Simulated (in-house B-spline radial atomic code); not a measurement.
Ionisation energies along the 39-electron series, configuration 1s2 2s2 2p6 3s2 3p6 3d10 4s2 4p6 4d3/2(3), as differences of self-consistent energies. Dirac energy differences include first-order Breit, QED and recoil terms. NIST's values go from ground level to ground level; the uncertainty of those that are theory runs from under 0.1 % in few-electron ions to several per cent in heavy many-electron ones. Computed with a radial B-spline atomic code at the basis-set limit: Dirac-Hartree-Fock, jj configuration that fills j = l - 1/2 first, finite nuclei.

A number in brackets counts the electrons of a j subshell.

```tsv
ion	configuration after	ionisation energy (eV)	IE/(q+1)² (eV)	-ε less Coulomb ΔSCF (eV)	Breit and QED recoil part (eV)	tabulated value (eV)	tabulated kind	computed minus tabulated (eV)
Tb26+	[Kr] 4d3/2(2)	909.0	1.247	0.96619	-0.42071	909	tabulated theory	0.0
Dy27+	[Kr] 4d3/2(2)	968.5	1.2353	0.97236	-0.46378	969	tabulated theory	-0.5
Ho28+	[Kr] 4d3/2(2)	1029.7	1.2244	0.97839	-0.50948	1029	tabulated theory	0.7
Er29+	[Kr] 4d3/2(2)	1092.7	1.2142	0.98428	-0.55788	1092	tabulated theory	0.7
Tm30+	[Kr] 4d3/2(2)	1157.6	1.2045	0.99005	-0.60903	1157	tabulated theory	0.6
Yb31+	[Kr] 4d3/2(2)	1224.2	1.1955	0.9957	-0.66303	1224	tabulated theory	0.2
Lu32+	[Kr] 4d3/2(2)	1292.6	1.1869	1.0012	-0.71996	1292	tabulated theory	0.6
Hf33+	[Kr] 4d3/2(2)	1362.7	1.1788	1.0067	-0.77987	1362	tabulated theory	0.7
Ta34+	[Kr] 4d3/2(2)	1434.7	1.1712	1.012	-0.84287	1434	tabulated theory	0.7
W35+	[Kr] 4d3/2(2)	1508.5	1.164	1.0172	-0.90902	1512.4	semi-empirical	-3.9
Re36+	[Kr] 4d3/2(2)	1584.1	1.1571	1.0224	-0.97839	1583	tabulated theory	1.1
Os37+	[Kr] 4d3/2(2)	1661.5	1.1506	1.0275	-1.0511	1660	tabulated theory	1.5
Ir38+	[Kr] 4d3/2(2)	1740.7	1.1445	1.0325	-1.1271	1739	tabulated theory	1.7
Pt39+	[Kr] 4d3/2(2)	1821.7	1.1386	1.0374	-1.2067	1821	tabulated theory	0.7
```
